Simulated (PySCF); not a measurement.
## Exercise with solution: chemical shift, span and skew from a shielding tensor

1-aminosilyl-2-silylethyne (C₂H₇NSi₂), SMILES N[SiH2]C#C[SiH3]. Atoms are numbered in the order given.

```xyz
12

Si     2.9001     0.4774     0.0190
C      1.1037     0.0931     0.1480
C     -0.0872    -0.1641     0.2385
Si    -1.9039    -0.5406     0.3511
N     -2.8556     0.1047    -0.9376
H      3.0920     1.6540    -0.8737
H      3.4407     0.7877     1.3711
H      3.6215    -0.6958    -0.5473
H     -2.0389    -2.0217     0.3404
H     -2.3867     0.0426     1.6312
H     -2.7747    -0.2949    -1.8670
H     -3.0104     1.1063    -0.9914
```

The structure is a stationary point at ωB97X-D3(BJ)/def2-SVP. The values are those of a single conformer.

GIAO shieldings from PySCF with KT2/pcSseg-1, non-relativistic, no solvent. The symmetric part of the tensor of C3 has the principal values -30.0, -20.6, 258.2 ppm. The same nucleus in TMS has σ = 185.1 ppm at this level (PySCF, at its B3LYP-D3(BJ)/def2-TZVP geometry).

### Question
Work out the isotropic shielding, the ¹³C shift against TMS, the span and the skew.

### Answer

σ(iso) = (σ11 + σ22 + σ33)/3 = 69.2 ppm. δ = σ(ref) − σ(iso) = 185.1 − (69.2) = 115.9 ppm.
Span Ω = σ33 − σ11 = 288.2 ppm. Skew κ = 3(σ(iso) − σ22)/Ω = 0.93. Tumbling in solution averages the tensor to δ; in a static solid the shielding alone would spread this spin-1/2 line over Ω.
